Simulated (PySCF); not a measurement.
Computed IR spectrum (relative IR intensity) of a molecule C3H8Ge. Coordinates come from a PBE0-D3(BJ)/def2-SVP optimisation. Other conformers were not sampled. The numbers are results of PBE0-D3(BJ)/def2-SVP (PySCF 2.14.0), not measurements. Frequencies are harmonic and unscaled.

Lines under 2 % of the strongest are left out, and lines within 2 cm⁻¹ are merged.

ν (cm⁻¹): 317 (w), 500 (w), 581 (vw), 618 (w), 689 (m), 703 (m), 840 (vs), 857 (m), 891 (m), 980 (m), 1005 (w), 1042 (w), 1253 (w), 1269 (vw), 1415 (w), 1436 (vw), 1438 (vw), 2128 (vs), 2135 (vs), 3068 (vw), 3137 (w), 3165 (vw), 3179 (vw), 3232 (w) (against the strongest line: vs over 80 %, s over 45 %, m over 15 %, w over 4 %, vw less)

**Question.** Identify the compound among the candidates.
(A) C=C[CH2][GeH3]
(B) C/C=[CH]\[GeH3]
(C) C=[C](C)[GeH3]
(D) C=[CH][GeH2][CH3]

**Answer.** D, C=[CH][GeH2][CH3]
